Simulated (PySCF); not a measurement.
PySCF 2.14 output of an unrestricted PBE calculation on a single atom or ion in aug-cc-pVTZ (8s7p5d3f2g, 93 functions), with the non-relativistic Hamiltonian (point nucleus):

```
SCF conv_tol = 1e-09
number electrons alpha = 11  beta = 9
    J. P. Perdew, K. Burke, and M. Ernzerhof.,  Phys. Rev. Lett. 77, 3865 (1996)
    J. P. Perdew, K. Burke, and M. Ernzerhof.,  Phys. Rev. Lett. 78, 1396 (1997)
    J. P. Perdew, K. Burke, and M. Ernzerhof.,  Phys. Rev. Lett. 77, 3865 (1996)
    J. P. Perdew, K. Burke, and M. Ernzerhof.,  Phys. Rev. Lett. 78, 1396 (1997)
cycle= 1 E= -759.953782580889  delta_E= -0.00512  |g|= 0.0121  |ddm|= 3.74
cycle= 2 E= -759.95382668312  delta_E= -4.41e-05  |g|= 0.00543  |ddm|= 0.238
cycle= 3 E= -759.953835694733  delta_E= -9.01e-06  |g|= 0.000411  |ddm|= 0.137
cycle= 4 E= -759.953835732713  delta_E= -3.8e-08  |g|= 1.21e-05  |ddm|= 0.0101
cycle= 5 E= -759.953835732843  delta_E= -1.3e-10  |g|= 1.89e-06  |ddm|= 0.000389
converged SCF energy = -759.953835732843  <S^2> = 2.0000492  2S+1 = 3.0000328
```

The run itself started from symmetry-adapted Hartree-Fock orbitals and held the occupation by maximum overlap, on a logarithmic radial grid, so the iterations belong to that start.

Q: Which element, charge and spin multiplicity is this?

A: Sc⁺ (scandium, charge +1), multiplicity 3; the state was [Ar] 4s1 4p1, high-spin 3P determinant (an excited configuration).
